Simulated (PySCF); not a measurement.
C2H6FNOSi. Atoms are numbered in the order given.

```xyz
12

N      2.5150     0.0790     0.3997
Si     1.4059    -1.0905    -0.1777
O     -0.2011    -0.7550     0.2125
C     -0.7893     0.4485     0.0509
C     -2.1099     0.5747    -0.0794
F     -2.6743     1.7782    -0.2014
H      2.7121     0.2258     1.3819
H      2.8573     0.8345    -0.1797
H      1.6179    -2.4127     0.4594
H      1.5607    -1.1149    -1.6596
H     -0.1504     1.3415     0.0590
H     -2.8127    -0.2620    -0.0882
```
Charge 0, spin multiplicity 1.

Coordinates come from a PBE0-D3(BJ)/def2-SVP optimisation. The structure was generated by enumeration; whether it is a known compound was not checked. One conformer was computed; it need not be the lowest.

Level of theory: PBE/pcSseg-1 (PySCF).

GIAO shieldings, no solvent; atoms listed in one row are averaged. δ = σ(ref) − σ: ¹⁵N against NH3 (σ = 267.0 ppm); ²⁹Si against TMS (σ = 335.4 ppm); ¹⁷O against H2O (σ = 334.3 ppm); ¹³C against TMS (σ = 182.0 ppm); ¹⁹F against CFCl3 (σ = 133.6 ppm); ¹H against TMS (σ = 31.49 ppm), references at their B3LYP-D3(BJ)/def2-TZVP geometries, non-relativistic.

Problem. Estimate the chemical shifts. (The exact figures need the calculation; the answer reports its results.)

Solution. 
```tsv
nucleus	atoms	count	δ (ppm)
¹⁵N	N1	1	34.6
²⁹Si	Si2	1	-33.6
¹⁷O	O3	1	121.7
¹³C	C5	1	152.7
¹³C	C4	1	136.1
¹⁹F	F6	1	-205.4
¹H	H12	1	7.52
¹H	H11	1	7.43
¹H	H9, H10	2	5.18
¹H	H8	1	1.65
¹H	H7	1	1.19
```
